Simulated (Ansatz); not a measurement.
`F[SiH](F)[AlH2]` + `C[NH][AlH2]` → `C[N]([AlH2])[AlH2]` + `F[SiH2]F` at 600 K and 1 bar (cleavage of the Al–Si bond).

Calculated with Ansatz (gas phase, PBE0-D4/def2-TZVP geometries, no zero-point term in ΔE). CCSD(T)/CBS is the MP2 limit (def2-TZVPP, def2-QZVPP) plus CCSD(T) − MP2 in def2-TZVPP, frozen cores. This one scheme is used for every species.

| species | CCSD(T)/CBS energy (Eh) | H − E (kJ/mol) | S (J/(mol·K)) |
| --- | --- | --- | --- |
| `F[SiH](F)[AlH2]` | -732.58614 | 126.4 | 419.1 |
| `C[NH][AlH2]` | -338.38977 | 225.3 | 362.9 |
| `C[N]([AlH2])[AlH2]` | -581.02164 | 252.1 | 452.9 |
| `F[SiH2]F` | -489.99391 | 92.8 | 309.1 |

H − E and S are ideal-gas, rigid-rotor, harmonic terms from PBE0-D4/def2-TZVP. 1 Eh = 2625.50 kJ/mol, R = 8.31446 J/(mol·K).

**Question.** By hand: ΔE, ΔH, ΔS and ΔG.

**Answer.** ΔE = (-581.02164) + (-489.99391) − (-732.58614) − (-338.38977) = -0.03964 Eh = -104.1 kJ/mol. Δ(H − E) = 252.1 + 92.8 − 126.4 − 225.3 = -6.8, so ΔH = -110.9 kJ/mol. ΔS = 452.9 + 309.1 − 419.1 − 362.9 = -20.0 J/(mol·K). ΔG = -110.9 − 600 × (-20.0)/1000 = -98.9 kJ/mol.

**Question.** By hand: the equilibrium constant, and the temperature at which ΔG would vanish if ΔH and ΔS stayed fixed.

**Answer.** log₁₀ K = −ΔG/(RT ln 10) = 8.6. ΔG = 0 at ΔH/ΔS = 5545 K, far beyond where these terms or the molecules hold.

ΔH outweighs TΔS. A doubt of 5 kJ/mol in ΔE shifts log₁₀ K by 0.4 here. Modes under 60 cm⁻¹, often nearly free rotors, make the harmonic entropy too high. These are equilibria of isolated gas molecules and say nothing of rates. Largest T1 diagnostic: 0.012 (customary marks: 0.02 for closed shells, 0.045 for open ones).
